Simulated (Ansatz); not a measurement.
`NB1[SiH2]C1[AsH2]`, relaxed with RKS PBE0-D4/def2-TZVP in the Gaussian-basis code of Ansatz from a PBE-D4/def2-SVP geometry. The force threshold is 0.005 eV/Å; the program also tests the step.

The species carries charge 0 and has multiplicity 1.

Start:

```xyz
12

N     1.741    1.029   -0.864
B     0.582    0.307   -0.613
Si   -0.648   -1.204   -0.832
C    -0.813    0.491    0.072
As   -0.591    0.458    2.051
H     2.540    0.637   -1.362
H     1.870    1.999   -0.568
H    -0.771   -2.424    0.035
H    -1.427   -1.345   -2.112
H    -1.531    1.282   -0.214
H     0.606   -0.523    2.031
H    -1.558   -0.707    2.376
```

Task: How much energy does the relaxation release, and in how many steps? (Estimate.)

Result: The calculation gave: 0.05 eV, in 13 steps, 3 of them rejected.

Task: Which bonds change most? (Estimate.)

Result: Computed: Si3–C4 from 1.927 to 1.892 Å; C4–As5 from 1.991 to 1.968 Å; As5–H12 from 1.549 to 1.529 Å; B2–Si3 from 1.960 to 1.941 Å.

Task: Give the relaxed structure. (An estimate is asked.)

Result: The calculation gave: 
```xyz
12

N     1.722    1.010   -0.840
B     0.576    0.285   -0.591
Si   -0.672   -1.185   -0.803
C    -0.825    0.494    0.054
As   -0.600    0.434    2.009
H     2.524    0.619   -1.303
H     1.832    1.975   -0.572
H    -0.837   -2.383    0.055
H    -1.386   -1.332   -2.099
H    -1.509    1.294   -0.221
H     0.657   -0.435    1.990
H    -1.480   -0.777    2.320
```
